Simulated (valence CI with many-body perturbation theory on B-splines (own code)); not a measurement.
# E1 transitions of Sb⁺

Computed by relativistic CI+MBPT: four valence electrons over a frozen Dirac-Fock core [Kr] 4d10, radial functions for each j: 11 s, 11 p, 10 d, 8 f, 5 g, 2 h, with the one-electron correlation potential Σ1, the two-electron term Σ2, the three-electron term Σ3, Breit, model QED; selected CI, second order for the rest, scaled by the run's own slope (own B-spline code, finite nucleus).

Against 27 measured levels this calculation errs by 129 cm⁻¹ on average and by 345 at most. These come from a selection out of the NIST Handbook of Basic Atomic Spectroscopic Data. Levels without a partner in it may be off by more. Among the levels kept, up to 800 cm⁻¹ of a level comes from second order outside the variational space, and about a tenth of that is noise between levels of different J, which matters for small intervals.

Lines 1 to 50 of 511 in falling wavelength, among levels below 124632 cm⁻¹, chosen from the strongest by gf and those to the six lowest levels. Wavelengths and rates use the calculated energies, so an error of 100 cm⁻¹ moves a line at 4910 nm by 4.9 % and its rate by three times that or more. Electric multipoles are in the length gauge, E1 and E2 with the static RPA response of the core. Weak lines are less certain than strong ones. Lines between different terms over intervals too small for the method are left out, as are lines whose strength nearly cancels and 1 of this kind that miss the measured wavelength by over 7 %. Where a level lies close to another of its J and parity, the split of strength between their lines is uncertain. The highest levels of a list are the least certain.

Levels are named by their leading jj configuration (3d3/2^4 stands for four electrons in 3d with j = 3/2), which in mixed levels can hold well under half, so a name can repeat and another be missing.

```tsv
λ vac (nm)	Upper	Lower	A (s⁻¹)	log gf	Branch %
4910	(5s^2 5p3/2 7p3/2) J=3	(5s^2 5p3/2 6d3/2) J=3	2.01e+05	-0.29	0.7
4795	(5s^2 5p1/2 10s) J=1	(5s^2 5p1/2 9p3/2) J=2	2.56e+06	0.42	2.7
4777	(5s^2 5p1/2 10s) J=0	(5s^2 5p1/2 9p3/2) J=1	3.68e+06	0.10	5.3
4693	(5s^2 5p3/2 5f5/2) J=2	(5s^2 5p1/2 9s) J=1	1.52e+05	-0.60	0.1
4675	(5s^2 5p1/2 10s) J=1	(5s^2 5p1/2 9p3/2) J=1	6.10e+05	-0.22	0.7
4628	(5s^2 5p1/2 10s) J=1	(5s^2 5p1/2 9p1/2) J=0	4.83e+05	-0.33	0.5
4521	(5s^2 5p1/2 8p1/2) J=1	(5s^2 5p3/2 6d5/2) J=1	6.86e+05	-0.20	5.1
4376	(5s^2 5p1/2 10s) J=0	(5s^2 5p1/2 9p1/2) J=1	1.66e+06	-0.32	2.4
4326	(5s^2 5p1/2 7p1/2) J=0	(5s^2 5p1/2 6d3/2) J=1	9.56e+05	-0.57	2.6
4290	(5s^2 5p1/2 10s) J=1	(5s^2 5p1/2 9p1/2) J=1	1.51e+06	0.10	1.6
4181	(5s^2 5p3/2 5f7/2) J=2	(5s^2 5p3/2 8s) J=1	1.45e+05	-0.72	0.1
3862	(5s^2 5p3/2 8p1/2) J=1	(5s^2 5p3/2 8s) J=1	1.16e+06	-0.11	3.3
3861	(5s^2 5p1/2 8p3/2) J=1	(5s^2 5p3/2 6d5/2) J=1	5.47e+05	-0.44	2.2
3780	(5s^2 5p1/2 7p3/2) J=1	(5s^2 5p1/2 6d3/2) J=2	3.49e+05	-0.65	1.0
3702	(5s^2 5p1/2 8p3/2) J=2	(5s^2 5p3/2 6d5/2) J=1	5.61e+05	-0.24	3.1
3653	(5s^2 5p3/2 8p1/2) J=1	(5s^2 5p1/2 9s) J=1	1.54e+06	-0.04	4.3
3620	(5s^2 5p3/2 7p3/2) J=3	(5s^2 5p3/2 6d5/2) J=4	1.58e+06	0.34	5.7
3592	(5s^2 5p1/2 8p1/2) J=1	(5s^2 5p1/2 8s) J=0	1.21e+06	-0.15	9.0
3581	(5s^2 5p3/2 8p1/2) J=1	(5s^2 5p3/2 8s) J=2	8.46e+05	-0.31	2.4
3513	(5s^2 5p1/2 8p1/2) J=1	(5s^2 5p1/2 8s) J=1	1.53e+06	-0.07	11.4
3368	(5s^2 5p3/2 8p1/2) J=2	(5s^2 5p3/2 8s) J=2	4.10e+06	0.54	13.2
3320	(5s^2 5p3/2 8p3/2) J=1	(5s^2 5p3/2 8s) J=1	3.92e+05	-0.71	2.0
3308	(5s^2 5p1/2 5f7/2) J=4	(5s^2 5p3/2 6d5/2) J=3	1.44e+05	-0.67	0.1
3249	(5s^2 5p3/2 8p3/2) J=3	(5s^2 5p3/2 8s) J=2	4.56e+06	0.70	29.9
3185	(5s^2 5p3/2 8p3/2) J=2	(5s^2 5p3/2 8s) J=1	2.97e+06	0.35	14.3
3165	(5s^2 5p3/2 8p3/2) J=1	(5s^2 5p1/2 9s) J=1	6.81e+05	-0.51	3.5
3162	(5s^2 5p1/2 8p3/2) J=1	(5s^2 5p1/2 8s) J=0	3.27e+06	0.17	13.1
3149	(5s^2 5p1/2 9s) J=1	(5s^2 5p1/2 8p1/2) J=0	4.95e+05	-0.66	0.3
3111	(5s^2 5p3/2 8p3/2) J=1	(5s^2 5p3/2 8s) J=2	3.44e+06	0.18	17.8
3101	(5s^2 5p1/2 8p3/2) J=1	(5s^2 5p1/2 8s) J=1	1.06e+06	-0.34	4.2
3066	(5s^2 5p3/2 6p1/2) J=2	(5s^2 5p3/2 5d3/2) J=3	4.03e+05	-0.55	0.4
3042	(5s^2 5p3/2 8p3/2) J=2	(5s^2 5p1/2 9s) J=1	1.59e+06	0.04	7.7
3009	(5s^2 5p3/2 8s) J=1	(5s^2 5p1/2 8p1/2) J=0	4.54e+05	-0.73	0.2
3005	(5s^2 5p1/2 9s) J=1	(5s^2 5p1/2 8p3/2) J=2	3.06e+06	0.09	1.6
2998	(5s^2 5p1/2 8p3/2) J=2	(5s^2 5p1/2 8s) J=1	4.56e+06	0.49	25.3
2992	(5s^2 5p3/2 8p3/2) J=2	(5s^2 5p3/2 8s) J=2	4.23e+05	-0.55	2.0
2908	(5s^2 5p1/2 9s) J=1	(5s^2 5p1/2 8p3/2) J=1	8.08e+05	-0.51	0.4
2893	(5s^2 5p1/2 9s) J=0	(5s^2 5p1/2 8p3/2) J=1	8.07e+06	0.01	5.9
2877	(5s^2 5p3/2 8s) J=1	(5s^2 5p1/2 8p3/2) J=2	3.46e+06	0.11	1.2
2868	(5s^2 5p1/2 8p1/2) J=0	(5s^2 5p1/2 8s) J=1	4.73e+06	-0.23	19.5
2788	(5s^2 5p3/2 8s) J=1	(5s^2 5p1/2 8p3/2) J=1	6.05e+05	-0.67	0.2
2723	(5s^2 5p3/2 8p3/2) J=0	(5s^2 5p3/2 8s) J=1	2.99e+06	-0.48	10.5
2620	(5s^2 5p1/2 9s) J=1	(5s^2 5p1/2 8p1/2) J=1	1.60e+06	-0.31	0.9
2608	(5s^2 5p1/2 9s) J=0	(5s^2 5p1/2 8p1/2) J=1	4.57e+06	-0.33	3.3
2522	(5s^2 5p3/2 8s) J=1	(5s^2 5p1/2 8p1/2) J=1	1.43e+06	-0.39	0.5
2338	(5s^2 5p1/2 8d3/2) J=2	(5s^2 5p1/2 8p3/2) J=2	1.12e+06	-0.34	1.7
2324	(5s^2 5p1/2 5g7/2) J=3	(4f5/2 5s^2 5p3/2) J=2	3.71e+05	-0.68	0.5
2279	(5s^2 5p1/2 8d3/2) J=2	(5s^2 5p1/2 8p3/2) J=1	5.42e+05	-0.68	0.8
2276	(5s^2 5p1/2 8d5/2) J=3	(5s^2 5p1/2 8p3/2) J=2	7.57e+06	0.61	9.7
2268	(5s^2 5p1/2 8d3/2) J=1	(5s^2 5p1/2 8p1/2) J=0	3.62e+06	-0.08	1.3
```

Q: How does gf follow from A for the line at 2608 nm?

A: gf = 1.4992 × (2J+1)_upper × A / σ², with σ = 3835 cm⁻¹ and 2J+1 = 1: gf = 0.466.
